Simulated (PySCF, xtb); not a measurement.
Al(CF3)(OH)2 (CH2AlF3O2), SMILES [OH][Al]([OH])[C](F)(F)F.

GFN2-xTB in xtb at its own geometry gives an orbital gap of 4.06 eV and a dipole moment of 4.75 D.

Coordinates come from a B3LYP-D3(BJ)/def2-SVP optimisation. The structure was generated by enumeration; whether it is a known compound was not checked. One conformer was computed; it need not be the lowest.

Q: What does B3LYP/def2-TZVP run with PySCF give? (The exact figures need the calculation; the answer reports its results.)

A: gap 7.83 eV (levels -8.90 and -1.07 eV), dipole 4.70 D.
